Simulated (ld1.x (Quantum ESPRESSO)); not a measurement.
# Reading a pseudo-wave (ytterbium (Yb))

Columns: radius, all-electron u(r) and pseudo u(r) of the 5s shell (level -86.07 eV) of ytterbium in the configuration [Kr] 4d10 4f13 5s2 5p6 5d0 6s0 6p0; LDA (PZ), scalar-relativistic, PAW scheme, ld1.x (Quantum ESPRESSO) 7.5.

```tsv
r (bohr)	all-electron	pseudo
0.130	0.3064	0.3336
0.260	-0.1058	0.6431
0.390	-0.5810	0.9073
0.520	-0.2512	1.1100
0.650	0.3127	1.2418
0.780	0.7579	1.3009
0.910	1.0049	1.2925
1.040	1.0861	1.2280
1.170	1.0565	1.1224
1.300	0.9648	0.9927
1.430	0.8448	0.8545
1.560	0.7183	0.7203
1.690	0.5976	0.5976
1.820	0.4890	0.4890
1.950	0.3949	0.3949
2.080	0.3155	0.3155
2.210	0.2498	0.2498
2.340	0.1963	0.1963
2.470	0.1534	0.1534
2.600	0.1191	0.1191
2.730	0.0920	0.0920
2.860	0.0708	0.0708
2.990	0.0543	0.0543
3.120	0.0415	0.0415
3.250	0.0316	0.0316
3.380	0.0240	0.0240
```

(1) How many radial nodes do the two functions have?

(2) At about which radius was the pseudo-wave matched?

(3) Is the pseudo-wave norm-conserving?

Answers

(1) The all-electron 5s function has n − l − 1 = 4 (the table is too coarse to show those close to the nucleus); the pseudo-wave has 0, since the states of the same l below it are removed with the core.

(2) 1.75 bohr, where the columns begin to agree (steps of 0.13 bohr).

(3) No, it belongs to a PAW set: the norm inside the radius is not constrained, and the difference is carried by the augmentation charge.
